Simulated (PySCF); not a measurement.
**`CC#CC[CH+]/C=C\OC`, [C$_{8}$H$_{11}$O]+, charge +1**

Geometry:
| atom | x (Å) | y (Å) | z (Å) |
| --- | --- | --- | --- |
| C1 | -4.233 | -0.993 | 0.422 |
| C2 | -3.045 | -0.693 | -0.328 |
| C3 | -2.055 | -0.441 | -0.964 |
| C4 | -0.898 | -0.132 | -1.770 |
| C5 | 0.377 | 0.043 | -1.080 |
| C6 | 0.554 | -0.076 | 0.273 |
| C7 | 1.788 | 0.098 | 0.904 |
| O8 | 2.857 | 0.392 | 0.262 |
| C9 | 4.096 | 0.563 | 0.927 |
| H10 | -4.402 | -0.226 | 1.177 |
| H11 | -4.131 | -1.958 | 0.917 |
| H12 | -5.092 | -1.026 | -0.247 |
| H13 | -0.767 | -0.911 | -2.538 |
| H14 | -1.096 | 0.776 | -2.360 |
| H15 | 1.230 | 0.282 | -1.702 |
| H16 | -0.296 | -0.318 | 0.896 |
| H17 | 1.839 | -0.024 | 1.988 |
| H18 | 4.439 | 1.584 | 0.742 |
| H19 | 4.813 | -0.128 | 0.479 |
| H20 | 4.017 | 0.381 | 2.000 |

Total charge +1.

Computed, not measured: PySCF 2.14.0, GIAO PBE0/pcSseg-1 magnetisability, rotational g tensor and spin-rotation constants, non-relativistic, gas phase. Geometry: GFN2-xTB.

For an ion the centre-of-mass motion in the field is neglected.

**Question.** Give the nuclear spin-rotation constants along the inertial axes (H = +C I·J) beside the isotropic shieldings.

**Answer.** Rotational constants 4.9628, 0.5366, 0.4886 GHz. A star marks the isotopologue with that one atom substituted, in its own axes.
```
atom  isotope  Caa (kHz)  Cbb (kHz)  Ccc (kHz)  mean (kHz)  σ (ppm)
 H10       1H     -0.555     -0.037     -0.019      -0.204     29.4
 H11       1H     -0.556     -0.043     -0.014      -0.204     29.4
 H12       1H     -0.051     -0.048     -0.057      -0.052     29.2
 H13       1H     -0.534     -0.033     -0.015      -0.194     27.1
 H14       1H     -0.534     -0.033     -0.015      -0.194     27.1
 H15       1H      0.050      0.006     -0.064      -0.003     22.0
 H16       1H      0.035     -0.005     -0.068      -0.013     23.9
 H17       1H     -0.508      0.047     -0.065      -0.175     23.3
 H18       1H     -0.381     -0.056     -0.002      -0.146     26.4
 H19       1H     -0.359     -0.051     -0.009      -0.139     26.4
 H20       1H     -0.515      0.022     -0.066      -0.186     27.0
  C1     13C*      0.575      0.061      0.059       0.232    182.3
  C2     13C*      1.004      0.126      0.188       0.439     79.6
  C3     13C*      0.796      0.107      0.152       0.352    113.3
  C4     13C*      0.775      0.108      0.068       0.317    149.3
  C5     13C*      3.011      0.307      0.059       1.125    -26.3
  C6     13C*      2.211      0.186      0.063       0.820     57.8
  C7     13C*      2.417      0.276      0.112       0.935    -12.9
  O8     17O*     -2.442     -0.162     -0.018      -0.874     55.3
  C9     13C*      0.741      0.129      0.127       0.332    114.4
```
For the geometry as given, no vibrational averaging.
